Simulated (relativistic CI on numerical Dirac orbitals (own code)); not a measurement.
# Crystal-field levels of Ru+, 4d7

Calculated by Dirac-Coulomb-Breit CI, orbitals from a KLI potential per configuration, model QED (radiative potential, 1s self-energy scaled to tabulated hydrogen-like ionisation energies), valence Slater integrals scaled by 0.7, one configuration in a parametric crystal field (own radial code).

Field parameters in Wybourne normalisation: Td as Oh with Dq negative (B⁴₀ = 21Dq, B⁴₄ = √(5/14) B⁴₀). The field is a parameter set, without covalency.

S is read from ⟨S²⟩ = S(S + 1).

Levels (cm⁻¹, degeneracy): 0 (4), 7146 (4), 7595 (2), 8028 (4), 8313 (2), 10486 (2), 10612 (4), 10828 (4), 11985 (2), 12325 (2), 12473 (4), 12908 (4).

Problem. Which field gives this pattern?
A. Td, 10Dq = -7800 cm⁻¹
B. Td, 10Dq = -7550 cm⁻¹
C. Td, 10Dq = -4350 cm⁻¹
D. Td, 10Dq = -4150 cm⁻¹

Solution. A. Td, 10Dq = -7800 cm⁻¹, ground level with S = 1.49.
